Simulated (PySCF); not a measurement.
PySCF input for C2H6Zn, SMILES [ZnH][CH2]C, IEF-PCM-PBE0/def2-SVP. The structure is a stationary point at PBE-D3(BJ)/def2-SVP.

```python
import numpy as np
from pyscf import gto, scf, dft
from pyscf.solvent import pcm

mol = gto.M(
    atom='''
    Zn   -0.04804877   -0.84906161    0.00000000
    H    -0.59597172   -2.30560559   -0.00000000
    C     0.65286005    0.97873437    0.00000000
    C    -0.40607250    2.09099695    0.00000000
    H     1.32132980    1.08531366   -0.88404568
    H     1.32132980    1.08531365    0.88404568
    H    -1.06745828    2.04104911    0.89063401
    H    -1.06745828    2.04104911   -0.89063401
    H     0.04896658    3.10634041    0.00000000
    ''',
    basis='def2-SVP',
    charge=0,
    spin=0,
    max_memory=1600,
    verbose=3,
)
mf = dft.RKS(mol, xc='pbe0').density_fit(auxbasis='def2-universal-jkfit')
mf.grids.level = 3
mf.conv_tol = 1e-9
mf.max_cycle = 100
mf.kernel()
res = {}
for name, eps in {'water': 78.355, 'N,N-dimethylformamide': 37.219, 'benzene': 2.2706}.items():
    s = mf.PCM()
    s.with_solvent.method, s.with_solvent.eps, s.with_solvent.lebedev_order = 'IEF-PCM', eps, 29
    s.kernel(mf.make_rdm1())
    res[name] = (s.e_tot, eps, s.dip_moment(), s.mo_energy, s.converged)
    print(f'{name}: electrostatic solvation free energy {(s.e_tot - mf.e_tot) * 627.509474:.3f} kcal/mol')
```

Log of the run:

```
converged SCF energy = -1858.52603208042

WARN: PCM is an experimental feature. It is still in testing.
Features and APIs may be changed in the future.

converged SCF energy = -1858.54016955362
Dipole moment(X, Y, Z, Debye):  0.26677,  0.37058,  0.00000
water: electrostatic solvation free energy -8.871 kcal/mol

WARN: PCM is an experimental feature. It is still in testing.
Features and APIs may be changed in the future.

converged SCF energy = -1858.53981755187
Dipole moment(X, Y, Z, Debye):  0.26795,  0.37065,  0.00000
N,N-dimethylformamide: electrostatic solvation free energy -8.651 kcal/mol

WARN: PCM is an experimental feature. It is still in testing.
Features and APIs may be changed in the future.

converged SCF energy = -1858.53209582091
Dipole moment(X, Y, Z, Debye):  0.26099,  0.35483,  0.00000
benzene: electrostatic solvation free energy -3.805 kcal/mol
```

The calculation finished and met its thresholds.

Cost: about 40 core-seconds (a rough figure).
